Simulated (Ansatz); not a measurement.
Bi, charge +2, quartet (a state made from the parent by changing its charge; the spin is typed, not shown lowest) (core potentials on Bi); R2SCAN/def2-SV(P) (Ansatz, an electronic-structure program).

The Ansatz input:
Ansatz 0.2 input:
```yaml
crystal:
  periodic: [false, false, false]
  atoms:
    - {symbol: Bi, position_ang: [0.00000000, 0.00000000, 0.00000000]}
basis:
  gaussian:
    orbitals: def2-SV_P_.json
hamiltonian:
  xc: r2scan
total_charge: 2
magnetization: {spin_polarized: true, initial_magnetization: 3}
```
The basis file holds def2-SV(P) in the JSON format of the Basis Set Exchange.

It wrote (shortened):

```
Functional definition: r2SCAN
276 factors; their error is unknown
mean field evaluation 1: about -5808.3640 eV, gradient 6.4e0 eV
mean field evaluation 2: about -5808.4892 eV, gradient 2.5e0 eV
mean field evaluation 4: about -5808.5077 eV, gradient 4.3e-2 eV
mean field evaluation 8: about -5808.4861 eV, gradient 4.2e-4 eV
mean field evaluation 16: about -5808.4861 eV, gradient 8.3e-4 eV
mean field evaluation 32: about -5808.4362 eV, gradient 2.6e0 eV
mean field -5808.48613461 eV, -213.4579283134 hartree, gradient 1.3e-5 eV, S^2 3.753238; 6 other end points of the search recorded, 0 dependent functions left out
reference -5808.48614453 eV, -213.4579286782 hartree; 12, 9 occupied and 14, 17 virtual orbitals, 276 factors
Total energy: -5808.48614453 eV, -213.4579286782 hartree
```
